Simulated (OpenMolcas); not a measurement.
**Dy2+: moving the ligands**

Dy2+ with 6 ligands (fluoride) in tetragonal octahedral coordination (D4h) at 2.38 Å, the axial distance 2.237 Å. A charge of +0.667 e stands 2.8 Å behind each ligand. Ligand basis ANO-RCC-VDZP.
```
Dy    0.0000    0.0000    0.0000
F     2.3800    0.0000    0.0000
F     0.0000    2.3800    0.0000
F    -2.3800    0.0000    0.0000
F     0.0000   -2.3800    0.0000
F     0.0000    0.0000    2.2372
F     0.0000    0.0000   -2.2372
```

```
Program             : OpenMolcas
Method              : CASSCF
Basis               : ANO-RCC-VDZP [7s6p4d2f1g]
Scalar Hamiltonian  : DKH2, point nucleus
Active space        : 10 electrons in 7 orbitals (4f)
State averaging     : 2S+1 = 5 even, 35 roots (33 in the spin-orbit step); 2S+1 = 3 even, 106 roots kept (CI in the orbitals of an earlier block); 2S+1 = 1 even, 32 roots kept (CI in the orbitals of an earlier block, 31 in the spin-orbit step)
Spin-orbit coupling : state interaction with AMFI integrals over the reference wave functions
```

Runs around this geometry, states (labels of D4, the rotations of D4h). Energies in cm-1 above the lowest state or level, χT in cm3 K/mol.

| R (Å) | Ground state | First state of that spin | First gap with spin-orbit (degeneracies) | Width of lowest J | χT at 300 K |
| --- | --- | --- | --- | --- | --- |
| 2.21 | 5B1 | 5B2 62.0 | 1.7 (1, 1) | 509 | 13.608 |
| 2.38 | 5B1 | 5B2 23.2 | 0.5 (1, 1) | 345 | 13.802 |
| 2.53 | 5B1 | 5B2 9.0 | 0.2 (1, 1) | 257 | 13.880 |

Taking the width of the lowest J multiplet as R^-n, n = -ln(257 / 509) / ln(2.53 / 2.21) = 5.1 between the shortest and longest distance.

High states are left out of the spin-orbit mixing, which shifts the levels that they would mix with. Without dynamic correlation the ligand-field splitting of an f shell can come out too small, at times by half. A group larger than the point group allows holds several states that coincide in this model. No measured value stands beside these numbers; the geometry was imposed, not optimised, and the real ion may take another.
